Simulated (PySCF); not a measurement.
A species of formula C4H11NSi2 has this rotational fingerprint, computed with wB97X-D/def2-SVPD in PySCF (dipole) on a GFN2-xTB geometry, gas phase:

* Rotational constants: A = 1805, B = 1241, C = 942.1 MHz
* Dipole components: |μa| = 2.55 D, |μb| = 0.47 D, |μc| = 2.89 D
* Inertial defect: -150.56 u·Å²
* κ: -0.31

Task: Which candidate fits, each taken in the one conformer that was computed?
A. `[N:1]#[C:2][CH2:3][C@H:4]([SiH3:5])[CH2:6][SiH3:7]` with C2–C3–C4–Si5 64°, C3–C4–C6–Si7 -170°
B. `[CH3:1][CH2:2][Si@H:3]([SiH3:4])[CH2:5][C:6]#[N:7]` with C1–C2–Si3–Si4 -58°, C2–Si3–C5–C6 65°
C. `[CH2:1]=[N:2]/[C:3](=[CH:4]\[SiH3:5])[CH2:6][SiH3:7]` with C1–N2–C3–C4 -53°, N2–C3–C6–Si7 65°
D. `[CH:1]#[C:2][SiH2:3][CH2:4][N:5]([CH3:6])[SiH3:7]` with C2–Si3–C4–N5 180°, Si3–C4–N5–C6 68°

Result: B. It is CC[Si@H]([SiH3])CC#N, an asymmetric top, point group C1. The candidates at the same level (rigid rotor, commonest isotopes):

```tsv
SMILES	A (MHz)	B (MHz)	C (MHz)	μa (D)	μb (D)	μc (D)	Δ (u·Å²)	point group	rotor
C=N/C(=C\[SiH3])C[SiH3]	3021	925.8	794.9	0.27	0.82	1.11	-77.37	C1	asymmetric top
N#CC[C@H]([SiH3])C[SiH3]	2397	1047	865.0	1.97	0.62	3.06	-109.41	C1	asymmetric top
C#C[SiH2]CN(C)[SiH3]	3925	765.6	714.1	0.22	0.52	0.36	-81.17	C1	near-prolate asymmetric top
CC[Si@H]([SiH3])CC#N	1805	1241	942.1	2.55	0.47	2.89	-150.56	C1	asymmetric top
```

`N#CC[C@H]([SiH3])C[SiH3]` has A 33 % too high; `C=N/C(=C\[SiH3])C[SiH3]` has A 67 % too high; `C#C[SiH2]CN(C)[SiH3]` has A 117 % too high. No structure here is proved a minimum.
